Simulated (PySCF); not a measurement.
Predicted microwave data (PBE0/pcSseg-1 in PySCF (dipole) on a GFN2-xTB geometry, gas phase) for one isomer of C8H13F:

* Rotational constants: A = 2289, B = 1228, C = 869.1 MHz
* Dipole components: |μa| = 1.20 D, |μb| = 1.28 D, |μc| = 0.08 D
* Inertial defect: -51.00 u·Å²
* κ: -0.49

Question: Which structure is it? (One computed conformer of each.)
A. `[CH2:1]=[C:2]=[CH:3][C@@H:4]([CH2:5][F:6])[CH2:7][CH2:8][CH3:9]` with C2–C3–C4–C5 117°, C3–C4–C5–F6 64°, C3–C4–C7–C8 166°, C4–C7–C8–C9 -176°
B. `[CH3:1]/[CH:2]=[C:3]1\[CH2:4][CH2:5][C@H:6]([CH2:7][F:8])[CH2:9]1` with C5–C6–C7–F8 65°, C2–C3–C4–C5 177°, C3–C4–C5–C6 24°, C4–C5–C6–C7 82°, C5–C6–C9–C3 34°
C. `[F:1][CH:2]1[CH2:3][CH2:4][C:5]2([CH2:6][CH2:7]1)[CH2:8][CH2:9]2` with F1–C2–C3–C4 179°, C2–C3–C4–C5 -57°, C3–C4–C5–C6 57°, C4–C5–C6–C7 -57°
D. `[CH3:1][C@H:2]1[CH2:3][CH2:4][CH2:5]/[C:6](=[CH:7]/[F:8])[CH2:9]1` with C1–C2–C3–C4 180°, C2–C3–C4–C5 -58°, C3–C4–C5–C6 55°, C4–C5–C6–C7 121°
E. `[F:1][C@@H:2]1[CH2:3][CH2:4][CH2:5][C@H:6]1[CH:7]1[CH2:8][CH2:9]1` with C5–C6–C7–C8 -159°, F1–C2–C3–C4 -96°, C2–C3–C4–C5 -39°, C3–C4–C5–C6 40°, C4–C5–C6–C7 -149°

Answer: D. It is C[C@H]1CCC/C(=C/F)C1, an asymmetric top, point group C1. The candidates at the same level (rigid rotor, commonest isotopes):

```
                SMILES  A (MHz)  B (MHz)  C (MHz)  μa (D)  μb (D)  μc (D)  Δ (u·Å²)  point group                        rotor
    C=C=C[C@@H](CF)CCC     2000    866.3    659.3    0.16    1.03    1.35    -69.47           C1               asymmetric top
       FC1CCC2(CC1)CC2     3445     1098    968.2    1.82    0.00    0.71    -85.12           Cs               asymmetric top
  C/C=C1\CC[C@H](CF)C1     3325    858.6    836.4    1.59    0.58    0.48   -136.36           C1  near-prolate asymmetric top
F[C@@H]1CCC[C@H]1C1CC1     2723     1176    922.9    0.32    1.47    0.98    -67.90           C1               asymmetric top
  C[C@H]1CCC/C(=C/F)C1     2289     1228    869.1    1.20    1.28    0.08    -51.00           C1               asymmetric top
```

`C=C=C[C@@H](CF)CCC` has B 29 % too low; `F[C@@H]1CCC[C@H]1C1CC1` has A 19 % too high; `C/C=C1\CC[C@H](CF)C1` has A 45 % too high; `FC1CCC2(CC1)CC2` has A 51 % too high. No structure here is proved a minimum.
